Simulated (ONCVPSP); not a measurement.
# Before and after: ONCV potential for Co

- Element: Co (Z = 27)
- Generator: ONCVPSP 4.0.1
- Type: optimised norm-conserving Vanderbilt (ONCV)
- Functional: PBE
- Relativity: scalar-relativistic
- Frozen core: [Ne] 3s2
- Valence charge: 15
- Reference configuration: 3p6 3d7 4s2
- Partial waves: 4s: rc 2.30 bohr, ncon 4, nbas 7, qcut 2.6 1/bohr, 3 projectors, debl 3.1 Ha; 3p: rc 1.00 bohr, ncon 4, nbas 8, qcut 14.7 1/bohr, 1 projector; 3d: rc 1.40 bohr, ncon 4, nbas 8, qcut 13 1/bohr, 2 projectors, debl 2.9 Ha; f scattering state at 0.09 Ha: rc 1.75 bohr, ncon 4, nbas 8, qcut 6.1 1/bohr, 1 projector
- Local potential: polynomial inside 0.85 bohr (lpopt 5, dvloc0 0 Ha)
- Core correction: Teter function fitted to the true core (icmod 2), fcfact 0.35

Change: local potential polynomial inside 0.95 bohr (lpopt 5, dvloc0 4 Ha).

Cutoffs: the cutoffs (Ha) at which the residual kinetic energy of the hardest occupied pseudo-wave falls to 1 and 0.1 mHa per electron; they do not see the model core or the augmentation charge, which bear on the density cutoff. Errors are all-electron minus pseudo energies relative to the spin-unpolarised reference configuration.

Problem. Predict the effect on cutoff, ghosts and configuration errors.

Solution. The potential gets neither clearly harder nor softer (58 Ha and 74 Ha → 58 Ha and 74 Ha); the lowest positive-energy flag moves from s at 16.7 eV to s at 120.2 eV; the errors of the 4 common tests hardly move; neither file shows a bound ghost.

| quantity | base | changed |
| --- | --- | --- |
| cutoff, loose | 58 Ha | 58 Ha |
| cutoff, tight | 74 Ha | 74 Ha |
| bound ghosts | none | none |
| GHOST(+) flags under 300 eV | s at 16.7 eV, f at 148.9 eV | s at 120.2 eV |
| error for 3p6 3d7 4s1, meV [ΔE 9.03 eV] | -4.2 | -4.3 |
| error for 3p6 3d7 4s0, meV [ΔE 25.82 eV] | -20 | -20 |
| error for 3p6 3d6 4s0, meV [ΔE 61.69 eV] | +68 | +68 |
| error for 3p6 3d8 4s0, meV [ΔE 6.47 eV] | -54 | -54 |
| s: phases at 2.33 bohr within 0.05 rad from the reference energy up to (Ha; the scan ends near 5) | to the end of the scan | to the end of the scan |
| p: phases at 1.01 bohr within 0.05 rad from the reference energy up to (Ha; the scan ends near 5) | to the end of the scan | to the end of the scan |
| d: phases at 1.42 bohr within 0.05 rad from the reference energy up to (Ha; the scan ends near 5) | to the end of the scan | to the end of the scan |
| f: phases at 1.78 bohr within 0.05 rad from the reference energy up to (Ha; the scan ends near 5) | 4.9 | to the end of the scan |
| rms error of d²Exc/dni dnj with the model core, mHa | 1.68 | 1.68 |
